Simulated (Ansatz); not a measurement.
A single point on C2H7ClGe, SMILES `C[CH](Cl)[GeH3]`.

```yaml
crystal:
  periodic: [false, false, false]
  atoms:
    - {symbol: C, position_ang: [-0.626631, 1.284722, 0.158221]}
    - {symbol: C, position_ang: [0.516441, 0.387190, -0.256728]}
    - {symbol: Cl, position_ang: [1.978826, 0.749227, 0.722400]}
    - {symbol: Ge, position_ang: [0.121747, -1.537153, -0.061542]}
    - {symbol: H, position_ang: [-1.499369, 1.089302, -0.471854]}
    - {symbol: H, position_ang: [-0.357216, 2.338115, 0.052188]}
    - {symbol: H, position_ang: [-0.910022, 1.110233, 1.198197]}
    - {symbol: H, position_ang: [0.807004, 0.586185, -1.289185]}
    - {symbol: H, position_ang: [1.336069, -2.361370, -0.507398]}
    - {symbol: H, position_ang: [-1.097197, -1.888506, -0.936660]}
    - {symbol: H, position_ang: [-0.204353, -1.814744, 1.412862]}
basis:
  gaussian: {orbitals: def2-QZVPP}
correlation: {method: mp2}
```

```sh
$ ansatz run in.yaml --threads 4 --pin off --events-out ev --progress --plain --max-ram 10444MiB
```

Shortened log:

```
Functional definition: HF
2914 factors; integrals over basis functions are off by at most 8.2e-4 eV
mean field evaluation 1: about -71148.8794 eV, gradient 2.8e1 eV
mean field evaluation 2: about -71148.9985 eV, gradient 2.8e1 eV
mean field evaluation 4: about -71151.4355 eV, gradient 4.0e0 eV
mean field evaluation 8: about -71151.4822 eV, gradient 2.4e-1 eV
mean field -71151.48244190 eV, -2614.7687515330 hartree, gradient 2.3e-6 eV, S^2 0.000000; 0 other end points of the search recorded, 0 dependent functions left out
16 core orbitals not correlated: weight in the atoms' cores, before any rotation towards them, 1.000 or more for the frozen orbitals, at most 0.000 for the correlated occupied ones
reference -71151.48244190 eV, -2614.7687515330 hartree; 18, 18 occupied and 449, 449 virtual orbitals, 2914 factors
second order -30.36908541 eV of doubles, -0.00000000 eV of singles
Total energy: -71181.85152732 eV, -2615.8847948370 hartree
```

Hardware: 4 threads of an Arm Neoverse V2 on a shared host. Wall time 23 s, peak host memory 3.2 GiB.
